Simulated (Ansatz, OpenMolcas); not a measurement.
**SiH2O2F2 (SMILES O[Si](O)(F)F): the vertical energy of the triplet above the singlet, rung by rung**

SiH2O2F2: 7 atoms, total charge 0, spin state singlet. SMILES: `O[Si](O)(F)F`. Geometry: relaxed at PBE0-D4/def2-TZVP. This is one conformer, not always the lowest.

Quantity: the vertical energy of the triplet above the singlet, in eV. The values are calculated.

```csv
level,kind,program,value (eV),CPU time (all runs)
SVWN5/def2-SVP,LDA,Ansatz,7.95,7.2 s
PBE/def2-SVP,GGA,Ansatz,7.87,21 s
TPSS/def2-SVP,meta-GGA,OpenMolcas,8.10,2.3 min
M06-2X/def2-SVP,hybrid meta-GGA,OpenMolcas,9.62,82 s
HSE06/def2-SVP,range-separated hybrid,Ansatz,8.67,20 s
B2PLYP/def2-SVP,double hybrid,Ansatz,8.91,16 s
RPA@PBE/def2-SVP,RPA,Ansatz,8.30,27 s
RPA@PBE0/def2-SVP,RPA,Ansatz,9.00,24 s
```

The values span 7.87 to 9.62 eV. A triplet this far above the singlet is often a Rydberg-like or dissociative state; sets without diffuse functions put Rydberg states too high. Times are those of the runs behind each value, whatever else they computed, on shared processors of several kinds: orders of magnitude only.
